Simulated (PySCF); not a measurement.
AlH₃Se, SMILES [AlH2][SeH].

Geometry: r2SCAN-D4/def2-TZVP.

The numbers are results of PySCF with C-PCM-B3LYP/def2-SVP, not measurements.

The values are the electrostatic part of the solvation free energy, E(continuum) − E(gas) at the gas-phase geometry, in a cavity of scaled van der Waals radii (PySCF's table); cavitation and dispersion terms are not included. A continuum can't describe solvent molecules that bind to the metal. In vacuum the orbital gap is 5.47 eV. The dipole moment in vacuum is 0.76 D.

```
solvent              ε  ΔG(elec) (kcal/mol)  dipole (D)  gap (eV)
---------------  -----  -------------------  ----------  --------
water            78.36                  ___         ___       ___
n-hexane          1.88                 -1.8        0.93      5.60
dichloromethane   8.93                 -3.6        1.14      5.75
```

**Question.** Fill in the missing entries. (An estimate is asked for; the answer gives what the named calculation found.)

**Answer.** 
- water, ΔG(elec) (kcal/mol): -4.1
- water, dipole (D): 1.20
- water, gap (eV): 5.79
